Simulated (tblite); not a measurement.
Species: C5H9NSi2.
Bonds: N1–C2 (triple), C2–C3, C3–C4 (double), C4–C5, C5–Si6, C4–C7, C7–Si8, C3–Si8. Hydrogens: H9, H10 on C5; H11, H12, H13 on Si6; H14, H15 on C7; H16, H17 on Si8.

Computed with GFN2-xTB (tblite), gas phase: L-BFGS steps from a force-field or distance-geometry start until the largest atomic force falls under 0.01 eV/Å.

Step 24: E = -587.4769 eV
```
atom  x, y, z in Å  |  force x, y, z in eV/Å
N1     -0.8984    3.1775   -1.7569    0.011  -0.008  -0.004
C2     -0.9569    2.1543   -1.2317    0.025   0.034   0.006
C3     -1.0882    0.9319   -0.5874    0.074   0.004   0.004
C4     -0.1701   -0.0483   -0.3888   -0.031  -0.107  -0.010
C5      1.2532   -0.1479   -0.7412   -0.020   0.015   0.002
Si6     2.3598   -0.2963    0.8194    0.006   0.030   0.013
C7     -0.9229   -1.1131    0.3644   -0.102  -0.039   0.056
Si8    -2.4912    0.0134    0.3019    0.054  -0.070   0.021
H9      1.4219   -1.0466   -1.3416   -0.045   0.013   0.024
H10     1.5650    0.7126   -1.3344   -0.021   0.035  -0.027
H11     3.7521   -0.3267    0.3779    0.015   0.024  -0.013
H12     2.0530   -1.5413    1.5278   -0.002  -0.018  -0.019
H13     2.0900    0.8380    1.6997    0.009   0.033   0.007
H14    -0.4933   -1.3019    1.3488   -0.026  -0.013  -0.006
H15    -0.9569   -2.0698   -0.1581   -0.002   0.033  -0.009
H16    -3.6092   -0.4755   -0.5042    0.047   0.036   0.013
H17    -2.9148    0.5518    1.5945    0.006  -0.001  -0.057
```

Step 25: E = -587.4786 eV
```
atom  x, y, z in Å  |  force x, y, z in eV/Å
N1     -0.8829    3.1741   -1.7588   -0.009  -0.052   0.020
C2     -0.9546    2.1531   -1.2300    0.060   0.058  -0.004
C3     -1.0885    0.9323   -0.5825    0.067   0.003  -0.020
C4     -0.1722   -0.0504   -0.3855   -0.024  -0.081   0.026
C5      1.2510   -0.1464   -0.7386   -0.025   0.004   0.005
Si6     2.3635   -0.2909    0.8168    0.010   0.023   0.046
C7     -0.9265   -1.1160    0.3659   -0.121  -0.037   0.049
Si8    -2.4936    0.0136    0.3007    0.066  -0.090   0.025
H9      1.4206   -1.0475   -1.3343   -0.039   0.004  -0.001
H10     1.5601    0.7130   -1.3342   -0.025   0.034  -0.034
H11     3.7544   -0.3184    0.3666   -0.007   0.026   0.001
H12     2.0589   -1.5375    1.5254    0.008  -0.005  -0.027
H13     2.0908    0.8402    1.7017    0.020   0.024  -0.007
H14    -0.5047   -1.3126    1.3529   -0.009   0.014  -0.040
H15    -0.9610   -2.0703   -0.1610   -0.003   0.033  -0.009
H16    -3.6088   -0.4740   -0.5094    0.040   0.038   0.015
H17    -2.9134    0.5499    1.5944   -0.009   0.004  -0.045
```

Step 26: E = -587.4802 eV
```
atom  x, y, z in Å  |  force x, y, z in eV/Å
N1     -0.8689    3.1707   -1.7605   -0.025  -0.069   0.032
C2     -0.9514    2.1523   -1.2281    0.092   0.043   0.000
C3     -1.0873    0.9324   -0.5779    0.036  -0.004  -0.029
C4     -0.1743   -0.0538   -0.3819   -0.010  -0.030   0.051
C5      1.2487   -0.1450   -0.7362   -0.024  -0.008   0.010
Si6     2.3671   -0.2853    0.8150    0.008   0.013   0.058
C7     -0.9317   -1.1194    0.3681   -0.086  -0.028   0.020
Si8    -2.4944    0.0122    0.3000    0.052  -0.066   0.017
H9      1.4186   -1.0482   -1.3273   -0.026  -0.003  -0.025
H10     1.5545    0.7142   -1.3347   -0.036   0.015  -0.028
H11     3.7563   -0.3103    0.3562   -0.026   0.028   0.015
H12     2.0642   -1.5342    1.5223    0.017   0.007  -0.031
H13     2.0917    0.8429    1.7035    0.029   0.019  -0.015
H14    -0.5159   -1.3226    1.3563    0.010   0.029  -0.050
H15    -0.9650   -2.0705   -0.1637   -0.012   0.012  -0.012
H16    -3.6072   -0.4718   -0.5140    0.025   0.033   0.011
H17    -2.9120    0.5485    1.5931   -0.023   0.009  -0.025
```

Step 27: E = -587.4814 eV
```
atom  x, y, z in Å  |  force x, y, z in eV/Å
N1     -0.8592    3.1681   -1.7617   -0.030  -0.049   0.027
C2     -0.9475    2.1519   -1.2264    0.103  -0.002   0.015
C3     -1.0858    0.9322   -0.5753    0.001  -0.013  -0.020
C4     -0.1759   -0.0568   -0.3786    0.003   0.013   0.051
C5      1.2468   -0.1442   -0.7342   -0.014  -0.017   0.014
Si6     2.3696   -0.2812    0.8148    0.002   0.005   0.040
C7     -0.9367   -1.1224    0.3697   -0.020  -0.017  -0.014
Si8    -2.4940    0.0098    0.2999    0.017  -0.014   0.004
H9      1.4162   -1.0490   -1.3229   -0.013  -0.002  -0.036
H10     1.5498    0.7153   -1.3353   -0.048  -0.011  -0.012
H11     3.7571   -0.3039    0.3491   -0.032   0.029   0.024
H12     2.0687   -1.5319    1.5199    0.020   0.010  -0.028
H13     2.0932    0.8454    1.7046    0.032   0.021  -0.013
H14    -0.5234   -1.3287    1.3576    0.022   0.027  -0.034
H15    -0.9683   -2.0703   -0.1660   -0.021  -0.017  -0.015
H16    -3.6057   -0.4695   -0.5165    0.009   0.024   0.002
H17    -2.9118    0.5472    1.5914   -0.030   0.013  -0.006
```

Question: Estimate the geometry and energy of step 28. (The exact step hangs on the optimiser's Hessian estimate; all steps are aligned on step 27, rigid shifts and turns removed.)

Answer: E = -587.4823 eV, largest force 0.106 eV/Å
```
atom  x, y, z in Å  |  force x, y, z in eV/Å
N1     -0.8515    3.1658   -1.7625   -0.026  -0.016   0.014
C2     -0.9426    2.1513   -1.2250    0.092  -0.044   0.030
C3     -1.0849    0.9319   -0.5741   -0.018  -0.019  -0.002
C4     -0.1773   -0.0586   -0.3753    0.011   0.029   0.034
C5      1.2451   -0.1441   -0.7323   -0.003  -0.020   0.015
Si6     2.3714   -0.2782    0.8155   -0.007   0.003   0.009
C7     -0.9408   -1.1246    0.3702    0.035  -0.009  -0.033
Si8    -2.4936    0.0078    0.2999   -0.018   0.035  -0.005
H9      1.4136   -1.0498   -1.3202   -0.004   0.004  -0.034
H10     1.5455    0.7158   -1.3355   -0.053  -0.032   0.003
H11     3.7567   -0.2983    0.3439   -0.027   0.028   0.028
H12     2.0737   -1.5303    1.5187    0.019   0.006  -0.021
H13     2.0953    0.8476    1.7054    0.029   0.027  -0.007
H14    -0.5279   -1.3318    1.3572    0.028   0.014  -0.012
H15    -0.9713   -2.0703   -0.1684   -0.024  -0.036  -0.016
H16    -3.6052   -0.4674   -0.5176   -0.004   0.015  -0.009
H17    -2.9131    0.5453    1.5902   -0.031   0.016   0.005
```

The energy changes by -0.0009 eV. The first-order estimate −F·Δx gives -0.0012 eV and the mean of the old and new forces, exact on a quadratic surface, -0.0009 eV. The step makes an angle of 70° with the force vector and moves no atom by more than 0.008 Å.

The cost below is that of the whole relaxation. Hardware: an Intel Xeon at 2.50 GHz with one thread, no GPU, shared host with 64 logical CPUs at a one-minute load of 8.0. Cost: 3.1 s.
